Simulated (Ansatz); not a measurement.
Isolated molecules relaxed with PBE0-D4/def2-TZVP in Ansatz; ΔE leaves out vibrations. CBS: MP2 limit from def2 TZ/QZ plus the TZ coupled-cluster correction, frozen cores. This one scheme is used for every species. Elements past krypton have def2 core potentials. For Te outer-core shells are correlated without core-valence functions, which leaves a few kJ/mol of doubt a bond. Each species was taken in one conformer, which may not be the lowest.

Reaction (ligand exchange at the Si–C bond): `CC[SiH3]` + `C[SiH2][TeH]` → `C[SiH2][Te][SiH3]` + `CC`

```json
{"species": "`CC[SiH3]`", "CCSD(T)/def2-SVP energy (Eh)": "-369.64270"}
{"species": "`C[SiH2][TeH]`", "CCSD(T)/def2-SVP energy (Eh)": "-597.61981"}
{"species": "`C[SiH2][Te][SiH3]`", "CCSD(T)/def2-SVP energy (Eh)": "-887.76744"}
{"species": "`CC`", "CCSD(T)/def2-SVP energy (Eh)": "-79.52151"}
```

Question: Work out ΔE.

Answer: ΔE = (-887.76744) + (-79.52151) − (-369.64270) − (-597.61981) = -0.02644 Eh = -0.72 eV. CCSD(T)/CBS gives -0.79 eV.

Question: What do rigid-rotor, harmonic-oscillator terms from PBE0-D4/def2-TZVP frequencies (298.15 K, 1 bar) make of the CCSD(T)/CBS value? (An estimate is asked.)

Answer: The calculation gave: ΔZPE = +0.10 eV, ΔH = -0.67 eV, ΔS = -3 J/(mol·K), ΔG = -0.67 eV. Modes under 50 cm⁻¹ make the entropy rough.

Largest T1 diagnostic among the species: 0.010.

At CCSD(T), def2-SVP lies +0.07 eV from the extrapolated value and def2-TZVPP +0.06 eV. The D4 term adds −0.05 eV with B3LYP and −0.03 eV with PBE0; it sums over pairs of atoms, weighted by their polarisabilities, and B3LYP, whose exchange is more repulsive, gets the larger term.

B3LYP here is the variant with VWN-RPA as its local correlation; programs differ in this.
